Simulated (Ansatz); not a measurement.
A structure relaxed at PBE0-D4/def2-TZVP, charge 0, multiplicity 1:

Cartesian coordinates in Å:
```
N 0.946 0.580 0.367
In -0.490 -0.482 -0.524
Br -2.702 0.142 0.404
H 0.737 1.045 1.236
H 1.911 0.293 0.333
H -0.402 -1.577 -1.816
```

(1) Give its formula and SMILES.

(2) Summarise the bond lengths by kind.

## Answers

(1) BrH3InN, `[NH2][InH][Br]`.

(2) 1 × In–N 1.996 Å; 2 × H–N 1.007 to 1.008 Å; 1 × Br–In 2.479 Å; 1 × H–In 1.695 Å.

Results of the Gaussian-basis code of Ansatz.
